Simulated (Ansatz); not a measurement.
Molecule: CH2Br2, net charge 0, singlet state. 
Coordinates optimised at B3LYP-D3(BJ)/def2-TZVP (Ansatz, an electronic-structure program):
SMILES: BrCBr
```xyz
5

Br     1.6305     0.1050     0.0396
C     -0.0111    -0.9350     0.0072
Br    -1.6275     0.1430    -0.0415
H      0.0041    -1.5425    -0.8872
H     -0.0405    -1.5281     0.9108
```

Parts of the frozen-core correlation energy in cc-pVTZ (Ansatz, hartree). Frozen orbitals: 29; correlated occupied orbitals by spin: 10 and 10; virtual: 105 and 105. No spin-orbit coupling. No relativistic terms.

```
term                             value
-------------------------  -----------
reference (HF)             -5183.96300
MP2 opposite-spin           (withheld)
MP2 same-spin                 -0.12000
CCSD correlation            (withheld)
(T)                         (withheld)
T1 diagnostic                    0.009
largest doubles amplitude        0.045
```

Problem. What belongs in the gaps?

Solution. 
- MP2 opposite-spin, value: -0.37833
- CCSD correlation, value: -0.53391
- (T), value: -0.02277
